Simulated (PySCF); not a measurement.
# Radial density of As⁺ (arsenic, charge +1)

UHF, [Ar] 3d10 4s2 4p2, high-spin 3P determinant. Calculation: PySCF 2.14, in cc-pVDZ-PP with ECP10MDF; a scalar-relativistic core potential. This is the valence pseudo-density: the core potential removes the inner electrons and smooths the orbitals near the nucleus.

```tsv
r (bohr)	4πr²ρ (e/bohr)	4πr²(ρα − ρβ)
0.000667	1.160e-05	0.0000
0.00112	3.276e-05	0.0000
0.00189	9.229e-05	0.0000
0.00317	0.0002580	0.0000
0.00534	0.0007063	0.0000
0.00898	0.001828	0.0000
0.0151	0.004154	0.0000
0.0254	0.007860	0.0000
0.0427	0.01766	0.0000
0.0719	0.1040	0.0000
0.121	0.9173	-0.0004
0.203	5.582	0.0077
0.342	21.20	0.1013
0.575	29.01	0.0832
0.968	9.290	0.1149
1.63	2.868	0.9457
2.74	1.090	0.6585
4.61	0.08520	0.0692
7.75	0.0001960	0.0002
```

Energies and moments cover only the electrons outside the core potential.
